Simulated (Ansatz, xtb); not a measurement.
# Relative energy of two isomers of C5H4N2O2

Structure a is `O=C(O)c1ccncn1`, a singlet and structure b is `O=C(O)c1ncccn1`, a singlet. Both are isolated molecules in the gas phase, relaxed with PBE0-D3(BJ)/def2-SVP; the shapes shown needn't be the lowest conformers.

a (Å):

```xyz
13

C    -2.2423    0.7182   -0.8636
C    -1.0502    0.9192    0.0337
C    -1.0163    0.4168    1.3344
C     0.1459    0.6724    2.0599
C     1.0202    1.7847    0.2964
N     1.1651    1.3538    1.5485
N    -0.0344    1.6026   -0.4869
O    -2.3301    1.1246   -1.9862
O    -3.2088    0.0205   -0.2497
H    -3.9341   -0.0652   -0.8869
H    -1.8537   -0.1421    1.7514
H     0.2551    0.3133    3.0897
H     1.8587    2.3476   -0.1303
```

b (Å):

```yaml
atoms:
  - { symbol: C, position_ang: [-2.6543, 0.4248, -0.5658] }
  - { symbol: C, position_ang: [-1.3882, 0.7468, 0.1946] }
  - { symbol: C, position_ang: [-0.4350, 1.1822, 2.1959] }
  - { symbol: C, position_ang: [0.8095, 1.3148, 1.5827] }
  - { symbol: C, position_ang: [0.8395, 1.1330, 0.2024] }
  - { symbol: N, position_ang: [-1.5338, 0.8990, 1.5076] }
  - { symbol: N, position_ang: [-0.2554, 0.8497, -0.4948] }
  - { symbol: O, position_ang: [-3.7298, 0.3011, -0.0489] }
  - { symbol: O, position_ang: [-2.4414, 0.2938, -1.8749] }
  - { symbol: H, position_ang: [-3.3058, 0.0906, -2.2635] }
  - { symbol: H, position_ang: [-0.5488, 1.3090, 3.2788] }
  - { symbol: H, position_ang: [1.7104, 1.5482, 2.1527] }
  - { symbol: H, position_ang: [1.7762, 1.2184, -0.3605] }
```

Quicker runs give these differences E(b) − E(a): GFN2-xTB +0.076 eV; HF/STO-3G +0.080 eV (at GFN2-xTB geometries); r2SCAN-D4/def2-SVP +0.079 eV (at GFN2-xTB geometries).

Problem. Estimate E(b) − E(a) at the level CCSD(T)/def2-SVP + ΔMP2/def2-TZVPP.

Solution. Calculated at CCSD(T)/def2-SVP + ΔMP2/def2-TZVPP: E(b) − E(a) = +0.091 eV, so structure a lies lower.

Level by level:

| level | geometry | E(b) − E(a) (eV) | departure from the last row (eV) | job, with rough time for the two |
| --- | --- | --- | --- | --- |
| GFN2-xTB | GFN2-xTB | +0.076 | −0.015 | optimisation, 0.13 s |
| HF/STO-3G | GFN2-xTB | +0.080 | −0.011 | single point, 0.44 s |
| r2SCAN-D4/def2-SVP | GFN2-xTB | +0.079 | −0.012 | single point, 3.9 s |
| PBE0-D3(BJ)/def2-SVP | PBE0-D3(BJ)/def2-SVP | +0.074 | −0.017 | optimisation, 37 s |
| HF/def2-SVP | PBE0-D3(BJ)/def2-SVP | +0.069 | −0.022 | part of the CCSD(T) run |
| MP2/def2-SVP | PBE0-D3(BJ)/def2-SVP | +0.091 | 0.000 | part of the CCSD(T) run |
| CCSD(T)/def2-SVP | PBE0-D3(BJ)/def2-SVP | +0.088 | −0.003 | single point |
| CCSD(T)/def2-SVP + ΔMP2/def2-TZVPP | PBE0-D3(BJ)/def2-SVP | +0.091 |  | single point, 1.9 min |

As drawn, both hold the same kinds of bond in the same numbers.

The levels shown agree on the order. The largest departure from CCSD(T)/def2-SVP + ΔMP2/def2-TZVPP is that of HF/def2-SVP, 0.022 eV. A small imaginary or near-zero mode remains, so no thermal terms are given. The last row adds to CCSD(T) the change of the MP2 difference between the two basis sets, here +0.003 eV.

The correlated steps freeze 9 core orbitals. Codes used: Ansatz 0.2.0, xtb 6.7.1; the last row on 4 threads of Arm Neoverse V1 on a shared host.
